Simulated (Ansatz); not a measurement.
A run of Ansatz (development build ahead of 0.2.0) on singlet CuCl at this shape:

```xyz
2

Cu    0.0000    0.0000   -0.7083
Cl    0.0000    0.0000    1.2083
```

Its results:

```yaml
Converged: yes
Total_energy: -2098.50935 hartree
Spin_squared_of_the_determinant: 0.000
```

Question: Which input gives this output? Name the method, the orbitals and the basis set, and write the input.

Answer: RHF in cc-pVDZ. An unrestricted run that stays on the closed shell gives the same numbers.

```yaml
crystal:
  periodic: [false, false, false]
  atoms:
    - { symbol: Cu, position_ang: [0.0, 0.0, -0.70829] }
    - { symbol: Cl, position_ang: [0.0, 0.0, 1.20826] }
basis:
  gaussian: { orbitals: cc-pVDZ }
hamiltonian:
  xc: hf
```
